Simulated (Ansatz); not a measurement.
Geometry optimisation, DFT PBEsol, scalar-relativistic, plane waves, PAW in Ansatz.

input.yaml

```yaml
accuracy: low
crystal:
  lattice:
    - [5.511272, 0.0, 0.0]
    - [0.0, 5.511272, 0.0]
    - [0.0, 0.0, 5.511272]
  atoms:
    - { symbol: O, position: [0.5561976, 0.9734786, 0.6727645] }
    - { symbol: H, position: [0.4147996, 1.0600784, 0.7310099] }
    - { symbol: H, position: [0.6325124, 0.9133169, 0.8191956] }
    - { symbol: O, position: [0.4924075, 0.362759, 0.4538254] }
    - { symbol: H, position: [0.4382822, 0.5081056, 0.3711799] }
    - { symbol: H, position: [0.365616, 0.3309231, 0.5712812] }
    - { symbol: O, position: [0.1143076, 0.8984338, 0.5518503] }
    - { symbol: H, position: [-0.0029092, 0.9196887, 0.4226454] }
    - { symbol: H, position: [0.111729, 1.0519934, 0.6372801] }
    - { symbol: O, position: [0.8155805, 0.39746, 0.0847011] }
    - { symbol: H, position: [0.8084463, 0.5544156, 0.0059641] }
    - { symbol: H, position: [0.7704937, 0.2842707, -0.0419513] }
    - { symbol: C, position: [0.3778045, 0.9080517, 0.0969803] }
    - { symbol: O, position: [0.5610422, 0.8676633, 0.1995969] }
    - { symbol: O, position: [0.1945668, 0.9484401, -0.0056363] }
basis:
  ecutwfc: 420.0
kpoints:
  mp_grid: { grid: [1, 1, 1] }
hamiltonian:
  xc: pbesol
scf:
  occupations: { method: fermi_dirac, width: 0.05 }
  lower_state_search: "off"
relax:
  f_tol: 0.3
  max_steps: 15
  adjacent_minimum: "off"
```

Launched with:

```bash
$ ansatz run input.yaml --threads 1 --pin off --max-ram 3072MiB --backend cpu --events-out ev --progress --plain --runs-dir out
```

Problem. Where does it end, and by what steps?

Solution. It converged. The threshold is loose, so the end isn't yet a minimum. Limits of this set-up: coarse k mesh, low accuracy level. After 14 steps the energy has fallen by 3.076 eV; H8 moved furthest, 1.56 Å.

```
step  energy less start (eV)  largest force component (eV/Å)  accepted
   0                  0.0000                           1.385       yes
   1                 -0.6926                           0.788       yes
   2                 -1.0109                           1.652       yes
   3                 -1.2944                           1.583       yes
   4                 -1.6076                           1.334       yes
   5                 -1.8535                           1.264       yes
   6                 -2.0924                           0.977       yes
   7                 -2.3091                           0.734       yes
   8                 -2.5207                           1.132       yes
   9                 -2.7121                           0.782       yes
  10                 -2.8471                           0.578       yes
  11                 -2.9386                           0.521       yes
  12                 -3.0007                           0.333       yes
  13                 -3.0355                           0.637       yes
  14                 -3.0757                           0.172       yes
```

```xyz
15
Lattice="5.5113 0.0000 0.0000 0.0000 5.5113 0.0000 0.0000 0.0000 5.5113" Properties=species:S:1:pos:R:3
O 3.926 5.937 4.089
H 3.429 6.658 3.575
H 3.351 5.156 3.985
O 2.681 2.288 2.771
H 3.084 2.455 1.873
H 1.876 2.848 2.868
O 0.289 3.926 2.932
H -0.360 3.551 2.302
H -0.148 4.741 3.285
O 4.215 2.372 0.573
H 4.376 3.070 -0.086
H 4.216 1.535 0.035
C 1.900 5.333 0.849
O 2.851 4.921 1.391
O 0.969 5.717 0.260
```

Whether the end is a true minimum wasn't checked by a vibrational analysis.

Time of the run: 7.3 s on 1 thread of AMD EPYC 9R45 96-Core Processor (Zen 5), with other jobs on the host, peak memory 0.4 GiB.
